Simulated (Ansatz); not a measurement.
`C=[C](O)[GaH][CH3]` + SiH₄ → `C=C(O)[SiH3]` + `[CH3][GaH2]`  (formal exchange of groups at a C–Ga bond)

Program: Ansatz. Geometries: PBE0-D4/def2-TZVP. ΔE: electronic, gas phase. CCSD(T)/CBS is the MP2 limit (def2-TZVPP, def2-QZVPP) plus CCSD(T) − MP2 in def2-TZVPP, frozen cores. This one scheme is used for every species. DFT in def2-TZVPP. For Ga outer-core shells are correlated without core-valence functions, which leaves a few kJ/mol of doubt a bond. Scalar relativity is left out up to krypton. One conformer a species, not always the lowest.

| level | ΔE (kJ/mol) |
| --- | --- |
| LC-ωPBE | 11.5 |
| CCSD(T)/def2-TZVPP | 20.2 |

Problem. What does CCSD(T)/CBS give? (Best estimate.)

Solution. Ansatz gave: +18.5 kJ/mol. The listed levels differ from it by -7.0, 1.7 kJ/mol.

Largest T1 diagnostic among the species: 0.013.

At CCSD(T), def2-SVP lies +4.9 kJ/mol from the extrapolated value and def2-TZVPP +1.6 kJ/mol. Leaving LDA and LC-ωPBE aside and taking each functional with its dispersion term where it has one, the values, not all of them listed here, spread over 10.7 kJ/mol, from B97M-V to B2PLYP. In def2-TZVPP, CCSD(T) changes the Hartree–Fock value by +6.9 kJ/mol (the triples alone add +0.9 kJ/mol) and MP2 by +8.6 kJ/mol.

CCSD(T)/CBS has its own doubt, a few kJ/mol and more with outer-core shells, so smaller differences from it don't rank the levels.
